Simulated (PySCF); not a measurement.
**Electronic absorption of [C4H7FN3]+**

Compound: C4H7FN3 (charge +1).
SMILES: `Cn1cc(F)[n+](C)n1`

Method used: TDDFT PBE0/def2-SVPD, vertical, gas phase, core orbitals frozen in the response in PySCF 2.14.0, density-fitted response routines. Geometry: GFN2-xTB; no solvent, vibrations or thermal averaging. GFN2-xTB frequencies show an imaginary mode (67i cm⁻¹), so this geometry is no minimum at that level.

```tsv
state	E (eV)	λ (nm)	f	main configurations (H = HOMO, L = LUMO)
S1	6.28	197.3	0.097	H→L (93%)
S2	6.85	181.0	0.0081	H-2→L (99%)
S3	7.04	176.1	0.154	H-1→L (90%), H→L+1 (8%)
S4	8.18	151.6	0.370	H→L+1 (86%)
S5	8.30	149.5	0.014	H→L+2 (90%)
S6	8.63	143.6	0.198	H-1→L+1 (91%)
S7	8.74	141.8	0.0061	H-4→L (80%), H-3→L (12%)
S8	8.84	140.2	0.0081	H→L+3 (67%), H-2→L+1 (13%)
```

Triplets, Tamm–Dancoff:

```
state  E (eV)  λ (nm)  main configurations (H = HOMO, L = LUMO)
   T1    4.31   287.8                                 H→L (97%)
   T2    5.21   237.8                  H-1→L (78%), H→L+1 (17%)
   T3    5.72   216.8                               H-2→L (98%)
```

The lowest singlet comes at 197 nm (606 kJ/mol) in the vacuum ultraviolet; it is of moderate strength; its leading configuration is HOMO→LUMO (93%). The strongest level in the table is S4 at 8.18 eV (152 nm, f = 0.370). Löwdin shares by element: HOMO carbon 47% or more, nitrogen 24% or more, fluorine 12% (atoms not listed hold the other 17%); LUMO nitrogen 75%, carbon 8% or more (atoms not listed hold the other 17%). Orbital energies (eV): HOMO-3 -16.31, HOMO-2 -15.09, HOMO-1 -14.17, HOMO -13.28, LUMO -6.29, LUMO+1 -4.60, LUMO+2 -3.54. The listed states span 2.56 eV, and the widest gap between neighbours is 1.13 eV (S3 to S4). Of the 8 states listed, 5 reach f = 0.01 and none stays under 0.0005. The window holds the lowest 8 singlets.
